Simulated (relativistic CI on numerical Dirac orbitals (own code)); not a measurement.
# What each ingredient does to the levels of Hf XI

Base calculation: Dirac-Coulomb-Breit CI, orbitals from a KLI potential per configuration, QED by a radiative potential, unscaled Slater integrals.

CI space (outside the closed core [Kr] 4d10): 4f12 5s2 5p2, 4f14 5s2, 4f11 5s2 5p3, 4f13 5s2 5p, 4f12 5s 5p3, 4f14 5s 5p, 4f12 5s2 5p 5d, 4f13 5s 5p2, 4f13 5s2 5d, 4f13 5p3, 4f13 5s2 6s, 4f12 5s2 5p 6s, 4f14 5p2, 4f14 5p 5d, 4f14 5p 6s, 4f12 5p4, 4f11 5p5, 4f13 5s 5p 5d, 4f14 5s 5d, 4f13 5s 5d2, 4f13 5s 5d 6s, 4f13 5s2 6p, 4f14 5s 6p. Double excitations out of closed p, d and f shells are left out; levels of such configurations are missing from the list, as are those of other unlisted configurations, and high levels can miss mixing partners.

Variants: (1) Breit term removed. Shifts of the energy above 4f12 5s2 5p2 3H_6, in cm⁻¹, for the lowest level and the first level of each name with at least 55 % of one term (blank where a level changes its place among those of its configuration and J or its character, or is not in the variant):

```csv
Level,Base,Δ(1)
4f12 5s2 5p2 3H_6,0.0,0.0
4f13 5s2 5p 3D_3,59887.7,+2562.5
4f12 5s2 5p2 5H_7,68636.2,+926.5
4f13 5s2 5p 3G_3,75152.8,+3485.7
```

At this charge transitions that keep the count of f electrons are usually good to a few per cent. Terms inside the open d or f shell come out 10 to 20 % too wide with unscaled integrals. Levels and lines within the n = 5 or 6 shells can be off by up to 10 % or somewhat more, and those that change n by about 2 %, since core polarisation is missing. Levels that differ in their count of f electrons can be misplaced by several ten thousand cm⁻¹, since the correlation energy of f electrons is missing or only estimated; rates across such gaps can be off by orders of magnitude.

Ionisation energy from one configuration of each of the two ions, the ground ones as tabulated or assumed: base 201.67 eV; Breit term removed 201.953 eV. The NIST ASD value (theoretical) is 209 ± 10 eV.

LS names give the leading component of a level, which can be under half, so a name can repeat, a term be missing and a line seem to break the LS rules.
